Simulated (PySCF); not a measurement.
C₆H₁₂O₂.
Cartesian coordinates in Å at the PBE0-D3(BJ)/def2-SVP level; atoms count from 1:
```
atom  x, y, z in Å
C1    -1.852   -0.499    0.062
C2    -0.969    0.490   -0.680
C3    -1.486    1.911   -0.595
O4     0.356    0.521   -0.172
C5     1.140   -0.597   -0.390
C6     1.228   -1.661    0.679
C7     2.323   -0.639    0.523
O8     2.443    0.383    1.441
H9    -2.874   -0.476   -0.345
H10   -1.900   -0.241    1.132
H11   -1.474   -1.527   -0.029
H12   -0.918    0.190   -1.747
H13   -0.822    2.594   -1.142
H14   -1.526    2.237    0.456
H15   -2.498    1.985   -1.019
H16    1.247   -0.887   -1.445
H17    0.587   -1.530    1.554
H18    1.410   -2.696    0.375
H19    3.285   -0.970    0.116
H20    1.730    1.005    1.235
```

All values: CAM-B3LYP/def2-SVPD (PySCF, non-relativistic), on one gas-phase PBE0-D3(BJ)/def2-SVP geometry that isn't relaxed in the solvent. The solvent is an IEF-PCM continuum (cavity from Bondi-type radii × 1.2). Only the electrostatic response of the medium enters.

Gas phase at CAM-B3LYP/def2-SVPD: HOMO -8.47 eV, LUMO 1.27 eV, dipole 3.12 D.

**Question.** What does the continuum do to the energy, the frontier levels and the dipole at CAM-B3LYP/def2-SVPD in benzene and tetrahydrofuran?

**Answer.** 
| solvent | ε | E(solvent) − E(gas) (kJ/mol) | polarisation term (kJ/mol) | distortion of the solute (kJ/mol) | HOMO (eV) | LUMO (eV) | dipole (D) |
| --- | --- | --- | --- | --- | --- | --- | --- |
| benzene | 2.271 | -10.11 | -10.78 | 0.67 | -8.47 | 1.40 | 3.50 |
| tetrahydrofuran | 7.426 | -18.67 | -21.05 | 2.38 | -8.48 | 1.46 | 3.86 |

Polarisation term: ½ Σ q·V over the induced surface charges. Distortion: the rise of the solute's own energy as its density leaves the gas-phase optimum. The atom shares or the degeneracy of the HOMO differ from the gas phase in tetrahydrofuran, so that column needn't follow one orbital. The atom shares or the degeneracy of the LUMO differ from the gas phase in tetrahydrofuran, so that column needn't follow one orbital. From benzene to tetrahydrofuran the lowering changes by a factor 1.85, Onsager's factor (ε − 1)/(2ε + 1) by 1.77 and ε itself by 3.3.

**Question.** Which radius a makes the point-dipole formula ΔE = −[(ε − 1)/(2ε + 1)]·μ²/a³ give the value in tetrahydrofuran, with the gas-phase dipole?

**Answer.** μ = 1.226 au and |ΔE| = 0.00711 Eh give a = 2.33 Å; the farthest nucleus lies 3.45 Å from the centroid of the nuclei, so such a sphere wouldn't even hold the nuclei. The formula assumes a rigid point dipole at the centre of a sphere.

**Question.** Give the dipole vector in the frame of the coordinates (D, pointing from negative to positive charge), gas and tetrahydrofuran.

**Answer.** Gas (-2.25, -0.90, -1.96), solvent (-2.72, -1.22, -2.45). Its length changes by +24 % and its direction by 2°.

**Question.** How does the static polarisability (CAM-B3LYP/def2-SVPD, frozen core, with the continuum's full static response) change?

**Answer.** 
```csv
medium,isotropic (au),principal values (au),⟨r²⟩ of the electrons (bohr²)
gas,80.0,"71.3, 78.6, 90.0",1157.6
benzene,90.3,"81.5, 89.4, 99.9",1157.5
tetrahydrofuran,100.5,"93.3, 100.1, 108.2",1157.5
```

The isotropic value in tetrahydrofuran is 1.26 times the gas-phase one; no cavity-field correction is applied. ⟨r²⟩ is taken about the centre of nuclear charge.
